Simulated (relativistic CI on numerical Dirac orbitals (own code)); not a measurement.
**Sensitivity of the levels of Nd XXIV to α and to the nuclear radius**

Computed by Dirac-Coulomb-Breit CI, orbitals from a KLI potential per configuration, derivatives by finite differences, unscaled Slater integrals, QED left out (own radial code, finite nucleus).

CI space (outside the closed core [Ar] 3d10): 4s²4p⁶4d, 4s²4p⁵4d², 4s²4p⁶4f, 4s4p⁶4d², 4s²4p⁵4d4f, 4s4p⁶4d4f. Double excitations out of closed p, d and f shells are left out; levels of such configurations are missing from the list, as are those of other unlisted configurations, and high levels can miss mixing partners.

With x = (α/α₀)² − 1 an excitation energy changes as ω = ω₀ + qx; K = 2q/ω₀ is the relative enhancement. Terms are leading LS components, so labels can repeat. The field-shift factor is F = δν/δ⟨r²⟩ for the transition from the lowest level.

Lowest level 4s²4p⁶4d ²D3/2.

```tsv
Level	ω₀ (cm⁻¹)	q (cm⁻¹)	K	F (GHz/fm²)
4s²4p⁶4d ²D5/2	45115	45150	2	0.638
4s²4p⁵4d² ⁴D°1/2	814367	31280	0.0768	3.32
4s²4p⁵4d² ⁴D°3/2	819116	28570	0.0698	3.29
4s²4p⁵4d² ⁴F°5/2	836631	34520	0.0825	3.35
4s²4p⁵4d² ⁴G°7/2	850973	29070	0.0683	2.96
4s²4p⁵4d² ⁴D°5/2	857283	55480	0.129	3.6
4s²4p⁵4d² ⁴D°7/2	868933	70070	0.161	3.49
4s²4p⁵4d² ⁴G°9/2	871717	65510	0.15	3.36
4s²4p⁵4d² ⁴P°3/2	881965	42650	0.0967	3.07
4s²4p⁵4d² ²D°3/2	885965	64150	0.145	3.72
4s²4p⁵4d² ⁴P°5/2	886196	69380	0.157	3.79
4s²4p⁵4d² ⁴G°11/2	886468	79420	0.179	3.52
4s²4p⁵4d² ²G°7/2	903692	63680	0.141	3.89
4s²4p⁵4d² ⁴P°1/2	911074	72630	0.159	3.53
4s²4p⁵4d² ²F°7/2	923829	72560	0.157	3.94
4s²4p⁵4d² ²D°5/2	924722	81760	0.177	4.02
4s²4p⁵4d² ⁴F°9/2	929945	88490	0.19	4.17
4s²4p⁵4d² ²H°11/2	932229	91530	0.196	3.86
4s²4p⁵4d² ²D°3/2	936135	73730	0.158	3.65
4s²4p⁵4d² ²D°5/2	937909	100500	0.214	4.07
4s²4p⁵4d² ⁴D°7/2	941975	98930	0.21	4.08
4s²4p⁵4d² ²F°5/2	959474	76410	0.159	3.72
4s²4p⁵4d² ²P°1/2	964613	114700	0.238	4.29
```

At this charge energies of transitions that change n are usually good to better than 1 %, and those within a shell (Δn = 0) to a few per cent.
